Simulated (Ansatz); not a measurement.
One change: `[F][GaH][O][GeH3]` becomes `FB[O][GeH3]`.

Ansatz, PBE0-D4/def2-TZVP geometries, multiplicity 1. Each molecule was computed in one conformer, which needn't be the lowest.

Scalar relativity is left out up to krypton.

```json
{"property": "HOMO energy (B3LYP/def2-TZVPP) / eV", "`[F][GaH][O][GeH3]`": "-8.45"}
{"property": "LUMO energy (B3LYP/def2-TZVPP) / eV", "`[F][GaH][O][GeH3]`": "-1.25"}
{"property": "zero-point energy (PBE0-D4/def2-TZVP) / kJ/mol", "`[F][GaH][O][GeH3]`": "95.8"}
{"property": "HOMO–LUMO gap (PBE/def2-TZVPP) / eV", "`[F][GaH][O][GeH3]`": "5.48"}
{"property": "size of the dipole moment (PBE/def2-TZVPP) / D", "`[F][GaH][O][GeH3]`": "1.17"}
{"property": "HOMO energy (PBE0/def2-TZVPP) / eV", "`[F][GaH][O][GeH3]`": "-8.67"}
```

Give the same properties after the change, and the shifts. (An estimate is asked.)

Ansatz gave: 
```json
{"property": "HOMO energy (B3LYP/def2-TZVPP) / eV", "`FB[O][GeH3]`": "-9.05", "shift": "-0.60"}
{"property": "LUMO energy (B3LYP/def2-TZVPP) / eV", "`FB[O][GeH3]`": "-0.29", "shift": "0.96"}
{"property": "zero-point energy (PBE0-D4/def2-TZVP) / kJ/mol", "`FB[O][GeH3]`": "114.9", "shift": "19.1"}
{"property": "HOMO–LUMO gap (PBE/def2-TZVPP) / eV", "`FB[O][GeH3]`": "6.79", "shift": "1.31"}
{"property": "size of the dipole moment (PBE/def2-TZVPP) / D", "`FB[O][GeH3]`": "2.72", "shift": "1.55"}
{"property": "HOMO energy (PBE0/def2-TZVPP) / eV", "`FB[O][GeH3]`": "-9.27", "shift": "-0.60"}
```

With PBE0 the HOMO falls by 0.60 eV and the LUMO rises by 0.91 eV, so the gap widens by about 1.51 eV. PBE moves the HOMO by -0.47 eV and ωB97M-V by -0.66 eV. Dipoles are sizes alone; their direction can turn.

Positive LUMOs are unbound, so they and the gaps depend on the basis.

B3LYP here is the variant with VWN-RPA as its local correlation; programs differ in this.
